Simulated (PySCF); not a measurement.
**Removal energies of Pt⁶⁰⁺ from EOM-IP-GCCSD**

Reference: closed-shell Pt⁶⁰⁺, [Ar]; one electron is removed. Calculated with PySCF 2.14, two-component X2C-1e with screened spin-orbit coupling, an uncontracted even-tempered set (17 s from 6.5 bohr⁻², ratio 2.6; 14 p from 8.5 bohr⁻², ratio 2.6; 5 d from 8.7 bohr⁻², ratio 2.8; 3 f from 130 bohr⁻², ratio 2.8); frozen [Ne]; the 60 highest virtual spinors dropped; of the others 54 kept and the rest restored at second order. No Breit or QED terms. Binding energies in eV.

| level | Koopmans | second order | EOM-CCSD |
| --- | --- | --- | --- |
| 3s1/2 | 7210.4 | 7204.4 | 7188.6 |
| 3p1/2 | 6977.2 | 6976.8 | 6976.7 |
| 3p3/2 | 6521.0 | 6522.2 | 6522.6 |

In EOM-CCSD the overlap with the one-orbital guess is low for 3s1/2 (weight 0.79). That can mean mixing with two-hole, one-particle states, where second order and EOM-CCSD lose accuracy, or only a rotation among the degenerate components of the shell; the terms of those configurations are not listed.

For comparison, the ionisation energy of Pt⁶⁰⁺ is 6517 ± 10 eV (theoretical estimate listed by NIST; NIST Atomic Spectra Database, ionization energies).
